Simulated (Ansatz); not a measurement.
Molecular dynamics of CH₅ClGeO

Input file:

```yaml
crystal:
  periodic: [false, false, false]
  atoms:
    - { symbol: Ge, position_ang: [-0.04438, -0.041785, -0.023242] }
    - { symbol: O, position_ang: [0.24599, -0.14638, 1.730412] }
    - { symbol: H, position_ang: [-0.562267, -0.129731, 2.260376] }
    - { symbol: H, position_ang: [1.33874, 0.249756, -0.619441] }
    - { symbol: Cl, position_ang: [-1.345308, 1.678387, -0.410223] }
    - { symbol: C, position_ang: [-0.955059, -1.619845, -0.723079] }
    - { symbol: H, position_ang: [-1.936508, -1.73579, -0.240371] }
    - { symbol: H, position_ang: [-1.105772, -1.514784, -1.807655] }
    - { symbol: H, position_ang: [-0.345537, -2.514828, -0.526278] }
basis:
  gaussian: { orbitals: def2-SVP }
hamiltonian:
  xc: b3lyp
md:
  timestep: 0.25
  n_steps: 150
  ensemble: nvt_nose_hoover
  temperature: 3000.0
  initial_velocities: maxwell_boltzmann
  seed: 952595
  nose_hoover: { tau: 100.0, chain_length: 3 }
```

Command:

```bash
$ ansatz run input.yaml --threads 2 --pin off --max-ram 3072MiB --backend cpu --events-out ev --progress --plain --runs-dir out
```

It starts from a relaxed structure.

Output, in part (one step line in 6, the closing report, with atoms numbered from 0):

```
md step     0: t =     0.00 fs  T =  3000.0 K  F+E_penalty+E_count = -72196.70662202 eV  E_kin = 2.714460 eV  conserved = -72193.99216205 eV  (26 SCF iters)
md step     6: t =     1.50 fs  T =  2333.9 K  F+E_penalty+E_count = -72196.10045873 eV  E_kin = 2.111795 eV  conserved = -72193.98868747 eV  (25 SCF iters)
md step    12: t =     3.00 fs  T =  1608.2 K  F+E_penalty+E_count = -72195.44230308 eV  E_kin = 1.455154 eV  conserved = -72193.98735420 eV  (28 SCF iters)
md step    18: t =     4.50 fs  T =  1715.6 K  F+E_penalty+E_count = -72195.53952922 eV  E_kin = 1.552321 eV  conserved = -72193.98785753 eV  (27 SCF iters)
md step    24: t =     6.00 fs  T =  2255.7 K  F+E_penalty+E_count = -72196.03129582 eV  E_kin = 2.041032 eV  conserved = -72193.99181755 eV  (26 SCF iters)
md step    30: t =     7.50 fs  T =  1580.5 K  F+E_penalty+E_count = -72195.41390755 eV  E_kin = 1.430072 eV  conserved = -72193.98652752 eV  (26 SCF iters)
md step    36: t =     9.00 fs  T =  1765.5 K  F+E_penalty+E_count = -72195.58562774 eV  E_kin = 1.597498 eV  conserved = -72193.99197521 eV  (25 SCF iters)
md step    42: t =    10.50 fs  T =  1539.3 K  F+E_penalty+E_count = -72195.37631902 eV  E_kin = 1.392781 eV  conserved = -72193.98897928 eV  (25 SCF iters)
md step    48: t =    12.00 fs  T =  1112.3 K  F+E_penalty+E_count = -72194.98726002 eV  E_kin = 1.006467 eV  conserved = -72193.98767528 eV  (27 SCF iters)
md step    54: t =    13.50 fs  T =  1323.0 K  F+E_penalty+E_count = -72195.17669191 eV  E_kin = 1.197065 eV  conserved = -72193.98810498 eV  (27 SCF iters)
md step    60: t =    15.00 fs  T =  1740.6 K  F+E_penalty+E_count = -72195.55629488 eV  E_kin = 1.574965 eV  conserved = -72193.99235054 eV  (26 SCF iters)
md step    66: t =    16.50 fs  T =  1170.7 K  F+E_penalty+E_count = -72195.03001435 eV  E_kin = 1.059290 eV  conserved = -72193.98433449 eV  (26 SCF iters)
md step    72: t =    18.00 fs  T =  2015.4 K  F+E_penalty+E_count = -72195.79961706 eV  E_kin = 1.823597 eV  conserved = -72193.99281395 eV  (26 SCF iters)
md step    78: t =    19.50 fs  T =  1754.3 K  F+E_penalty+E_count = -72195.55455576 eV  E_kin = 1.587323 eV  conserved = -72193.98829520 eV  (26 SCF iters)
md step    84: t =    21.00 fs  T =  1561.8 K  F+E_penalty+E_count = -72195.37583160 eV  E_kin = 1.413122 eV  conserved = -72193.98751572 eV  (26 SCF iters)
md step    90: t =    22.50 fs  T =  2032.8 K  F+E_penalty+E_count = -72195.79878259 eV  E_kin = 1.839290 eV  conserved = -72193.98879717 eV  (26 SCF iters)
md step    96: t =    24.00 fs  T =  2418.7 K  F+E_penalty+E_count = -72196.14446051 eV  E_kin = 2.188504 eV  conserved = -72193.99138281 eV  (26 SCF iters)
md step   102: t =    25.50 fs  T =  1784.8 K  F+E_penalty+E_count = -72195.55970024 eV  E_kin = 1.614885 eV  conserved = -72193.98623610 eV  (26 SCF iters)
md step   108: t =    27.00 fs  T =  1956.6 K  F+E_penalty+E_count = -72195.71473955 eV  E_kin = 1.770412 eV  conserved = -72193.99104321 eV  (26 SCF iters)
md step   114: t =    28.50 fs  T =  1676.0 K  F+E_penalty+E_count = -72195.45289595 eV  E_kin = 1.516486 eV  conserved = -72193.98899566 eV  (27 SCF iters)
md step   120: t =    30.00 fs  T =  1101.4 K  F+E_penalty+E_count = -72194.92750921 eV  E_kin = 0.996525 eV  conserved = -72193.98810313 eV  (28 SCF iters)
md step   126: t =    31.50 fs  T =   927.7 K  F+E_penalty+E_count = -72194.76623628 eV  E_kin = 0.839444 eV  conserved = -72193.98733790 eV  (28 SCF iters)
md step   132: t =    33.00 fs  T =  1426.4 K  F+E_penalty+E_count = -72195.21535298 eV  E_kin = 1.290649 eV  conserved = -72193.98968196 eV  (27 SCF iters)
md step   138: t =    34.50 fs  T =  1368.4 K  F+E_penalty+E_count = -72195.15812962 eV  E_kin = 1.238194 eV  conserved = -72193.99113144 eV  (26 SCF iters)
md step   144: t =    36.00 fs  T =  1132.3 K  F+E_penalty+E_count = -72194.93613443 eV  E_kin = 1.024550 eV  conserved = -72193.98749583 eV  (26 SCF iters)
md step   150: t =    37.50 fs  T =  1746.0 K  F+E_penalty+E_count = -72195.48779485 eV  E_kin = 1.579789 eV  conserved = -72193.99101242 eV  (28 SCF iters)
Total energy: -72195.48803111 eV, -2653.1352492840 hartree
Atom 0 at    -0.009319    -0.101985     0.001186 Å, force    -1.185420     1.357834     1.969327 eV/Å
Atom 1 at     0.087566     0.209431     1.889596 Å, force     1.283325    -2.326523    -2.612251 eV/Å
Atom 2 at     0.710362    -0.568764     1.992623 Å, force    -0.632367     1.033832     1.024778 eV/Å
Atom 3 at     1.232541     0.198595    -0.804897 Å, force     0.783039    -0.059704     0.118828 eV/Å
Atom 4 at    -1.318384     1.573758    -0.442192 Å, force    -0.101993     0.471877    -0.197121 eV/Å
Atom 5 at    -1.079699    -1.453990    -0.882674 Å, force    -1.931088    -1.994534     0.254968 eV/Å
Atom 6 at    -1.172890    -2.642497    -0.743590 Å, force     0.866018     2.562236    -0.141151 eV/Å
Atom 7 at    -2.160780    -1.071148    -0.750336 Å, force     1.510582    -0.437216    -0.379133 eV/Å
Atom 8 at    -0.694067    -1.168005    -1.887879 Å, force    -0.592096    -0.607801    -0.038246 eV/Å
Dipole moment:     0.346884    -0.752617    -0.236711 e Å
```

All steps were run. The conserved energy stayed within 0.87 meV per atom of its start (net change 0.13 meV per atom), so the integration is sound. The mean temperature of the second half is 46 % below the set value. A run of 0.037 ps of so small a system gives no equilibrium averages.

The same pairs are bonded in the first frame and the last. Pairs count as bonded within 1.25 times the sum of covalent radii (0.12 Å more for H–H).

Last frame:

```xyz
9
Properties=species:S:1:pos:R:3
Ge -0.009 -0.102 0.001
O 0.088 0.209 1.890
H 0.710 -0.569 1.993
H 1.232 0.199 -0.805
Cl -1.318 1.574 -0.442
C -1.080 -1.454 -0.883
H -1.173 -2.643 -0.744
H -2.161 -1.071 -0.750
H -0.694 -1.168 -1.888
```

Time of the run: 6.2 min on 2 threads of Arm Neoverse V2 (shared host), peak memory 0.23 GiB.
